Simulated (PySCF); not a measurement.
Si(SH)4 (H4S4Si), SMILES S[Si](S)(S)S. Heavy atoms are numbered as in [SH:1][Si:2]([SH:3])([SH:4])[SH:5]. Hydrogens are named by the atom that carries them.

Geometry: r2SCAN-D4/def2-SVP. The values are those of a single conformer.

Calculation: PBE/pcSseg-1 run with PySCF.

GIAO shieldings, no solvent; atoms alike by connectivity are averaged. δ = σ(ref) − σ: ³³S against H2S (σ = 706.5 ppm); ²⁹Si against TMS (σ = 335.4 ppm); ¹H against TMS (σ = 31.49 ppm), references at their B3LYP-D3(BJ)/def2-TZVP geometries, non-relativistic.

```csv
nucleus,atoms,count,δ (ppm)
³³S,S1 (SH),4,120.2
²⁹Si,Si2,1,50.5
¹H,H on S1,4,2.07
```
